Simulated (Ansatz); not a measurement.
C2H9AlOSi, SMILES `CO[SiH2][AlH][CH3]`, relaxed with RKS PBE0-D4/def2-TZVP in the Gaussian-basis code of Ansatz from a PBE-D4/def2-SVP geometry. The force threshold is 0.005 eV/Å; the program also tests the step.

Charge 0, multiplicity 1.

Start:

```xyz
14

C     1.959    0.193   -0.860
O     1.821   -0.443    0.390
Si    0.789    0.184    1.587
Al   -1.575    0.113    0.842
C    -2.057   -0.577   -0.940
H     0.979    0.356   -1.374
H     2.580   -0.446   -1.521
H     2.462    1.187   -0.778
H     1.238    1.583    1.979
H     1.037   -0.689    2.791
H    -2.738    0.626    1.830
H    -3.005   -1.157   -0.924
H    -1.264   -1.209   -1.389
H    -2.226    0.279   -1.632
```

```
         step  energy (eV)  largest force (eV/Å)  largest move (Å)
            1  -18733.7021                 0.688             0.000
            2  -18733.7565                 0.530             0.047
            3  -18733.7654                 0.217             0.046
 4 (rejected)  -18733.7493                 0.207             0.069
            5  -18733.7675                 0.082             0.034
            6  -18733.7685                 0.011             0.021
            7  -18733.7686                 0.015             0.008
            8  -18733.7688                 0.012             0.022
            9  -18733.7689                 0.005             0.016
           10  -18733.7689                 0.008             0.021
           11  -18733.7689                 0.011             0.014
12 (rejected)  -18733.7689                 0.018             0.021
           13  -18733.7690                 0.010             0.010
           14  -18733.7690                 0.006             0.010
           15  -18733.7690                 0.007             0.006
           16  -18733.7690                 0.006             0.004
           17  -18733.7690                 0.002             0.006
```

End:

```xyz
14

C     1.963    0.203   -0.852
O     1.844   -0.417    0.402
Si    0.801    0.167    1.553
Al   -1.567    0.085    0.836
C    -2.073   -0.570   -0.937
H     0.995    0.272   -1.368
H     2.637   -0.392   -1.471
H     2.378    1.215   -0.764
H     1.202    1.565    1.923
H     1.049   -0.676    2.757
H    -2.696    0.592    1.841
H    -3.060   -1.041   -0.939
H    -1.348   -1.277   -1.347
H    -2.126    0.275   -1.636
```

It took 81 s on 4 threads of an Arm Neoverse V1 on a shared host, with 0.63 GiB of host memory at the peak.
